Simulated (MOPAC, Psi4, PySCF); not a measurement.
Intermolecular potential of H4O4Si ··· Cl- (SMILES O[Si](O)(O)O and [Cl-]) (charge -1). Monomers: optimised at B3LYP-D3(BJ) (def2-TZVP), held rigid. Orientation: lowest of the rigid-body minima from ten starts at GFN2-xTB. The monomers approach along the line of their centres of mass (distance R); nothing else relaxes.

- RKS-BP86/6-31G* = restricted BP86/6-31G*, spherical d, no counterpoise correction (PySCF 2.14.0)
- RMP2/3-21G = restricted MP2 (frozen core)/3-21G, no counterpoise correction (PySCF)
- PM6, restricted, heats of formation (MOPAC)
- SAPT0/jun-cc-pVDZ, frozen core (Psi4)

Interaction energies in kcal/mol; the last columns give the difference from SAPT0:

| R / Å | RKS-BP86/6-31G* | RMP2/3-21G | PM6 | SAPT0/jun-cc-pVDZ | RKS-BP86/6-31G* − SAPT0/jun-cc-pVDZ | RMP2/3-21G − SAPT0/jun-cc-pVDZ | PM6 − SAPT0/jun-cc-pVDZ |
|---|---|---|---|---|---|---|---|
| 3.86 | -14.45 | -10.34 | -11.42 | -10.01 | -4.44 | -0.33 | -1.41 |
| 4.04 | -16.93 | -14.81 | -11.01 | -12.38 | -4.55 | -2.43 | 1.37 |
| 4.21 | -17.11 | -16.11 | -9.85 | -12.73 | -4.38 | -3.37 | 2.88 |
| 4.43 | -15.88 | -15.52 | -8.48 | -11.95 | -3.93 | -3.57 | 3.47 |
| 4.73 | -13.23 | -13.03 | -6.91 | -10.08 | -3.15 | -2.95 | 3.17 |
| 5.07 | -10.18 | -9.88 | -5.17 | -7.90 | -2.28 | -1.98 | 2.73 |
| 5.55 | -6.67 | -6.27 | -3.42 | -5.46 | -1.21 | -0.81 | 2.04 |
| 6.22 | -3.57 | -3.35 | -2.13 | -3.34 | -0.23 | -0.02 | 1.20 |
| 7.25 | -1.64 | -1.64 | -1.14 | -1.73 | 0.09 | 0.09 | 0.59 |
| 8.52 | -0.82 | -0.83 | -0.59 | -0.87 | 0.05 | 0.04 | 0.29 |

RKS-BP86/6-31G* is furthest from SAPT0/jun-cc-pVDZ at 4.04 (-4.55 kcal/mol, below); its mean absolute difference over the points is 2.43 kcal/mol.

RMP2/3-21G is furthest from SAPT0/jun-cc-pVDZ at 4.43 (-3.57 kcal/mol, below); its mean absolute difference over the points is 1.56 kcal/mol.

PM6 is furthest from SAPT0/jun-cc-pVDZ at 4.43 (3.47 kcal/mol, above); its mean absolute difference over the points is 1.92 kcal/mol.
